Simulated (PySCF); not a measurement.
C₄H₄BrCl, SMILES ClCC=C=CBr.

Geometry optimised at PBE0-D3(BJ)/def2-SVP. The structure was generated by enumeration; whether it is a known compound was not checked. Other conformers were not sampled.

Calculation: TDDFT-PBE/def2-SVPD run with PySCF.

Vertical excitations. Gas-phase values at a fixed geometry.

### Question
Estimate the UV-visible absorptions. (The exact figures need the calculation; the answer reports its results.)

### Answer

```csv
state,energy (eV),λ (nm),f,main pairs
S1,4.11,302,0.003,HOMO→LUMO 99 %
S2,4.94,251,0.012,"HOMO−2→LUMO 49 %, HOMO−1→LUMO 35 %, HOMO−3→LUMO 11 %"
S3,4.99,248,0.005,"HOMO−3→LUMO 59 %, HOMO−2→LUMO 34 %"
S4,5.12,242,0.025,"HOMO−4→LUMO 38 %, HOMO−3→LUMO 24 %, HOMO−1→LUMO 20 %, HOMO−2→LUMO 10 %"
S5,5.41,229,0.033,"HOMO→LUMO+1 59 %, HOMO−4→LUMO 26 %"
S6,5.57,222,0.016,HOMO−1→LUMO+1 93 %
S7,5.77,215,0.012,HOMO−2→LUMO+1 97 %
S8,5.87,211,0.094,HOMO→LUMO+2 65 %
S9,5.91,210,0.066,HOMO−3→LUMO+1 89 %
S10,5.98,207,0.212,"HOMO→LUMO+3 35 %, HOMO→LUMO+2 25 %, HOMO−4→LUMO 10 %, HOMO−1→LUMO 9 %"
T1,3.73,333,0,HOMO→LUMO 99 %
T2,4.00,310,0,HOMO−1→LUMO 77 %
T3,4.24,292,0,HOMO→LUMO+1 86 %
T4,4.64,267,0,HOMO−2→LUMO 92 %
```
Triplets are in the Tamm–Dancoff approximation, which puts them higher than full response would, so one can lie above its singlet here.
